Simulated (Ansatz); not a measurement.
Consider the formal exchange of groups at the Si–Se bond: `NB[SiH2][SeH]` + `C=CC(=O)O` → `C=C[SiH2]BN` + `O=C(O)[SeH]`.

Calculated with Ansatz (gas phase, PBE0-D4/def2-TZVP geometries, no zero-point term in ΔE). CCSD(T)/CBS adds triple-zeta CCSD(T) − MP2 to the extrapolated MP2 energy (def2 sets, frozen cores). Functionals use def2-TZVPP. For Se outer-core shells are correlated without core-valence functions, which leaves a few kJ/mol of doubt a bond. Scalar relativity is left out up to krypton. One conformer a species, not always the lowest.

CCSD(T)/CBS gives +91.9 kJ/mol.

(1) Another level gave +86.4 kJ/mol. Which?
A. SCS-MP2/def2-TZVPP
B. PBE/def2-TZVPP
C. HF/def2-TZVPP
D. PBE0-D4/def2-TZVPP

Largest T1 diagnostic among the species: 0.015.

Results:

(1) A. SCS-MP2/def2-TZVPP 86.4, PBE0-D4 90.9, PBE 81.4, HF/def2-TZVPP 105.2 kJ/mol.

From PBE to PBE0 (25 % exact exchange), in def2-TZVPP and without D4, ΔE moves by +9.4 kJ/mol. In def2-TZVPP, CCSD(T) changes the Hartree–Fock value by −17.9 kJ/mol (the triples alone add −3.1 kJ/mol) and MP2 by −18.4 kJ/mol.
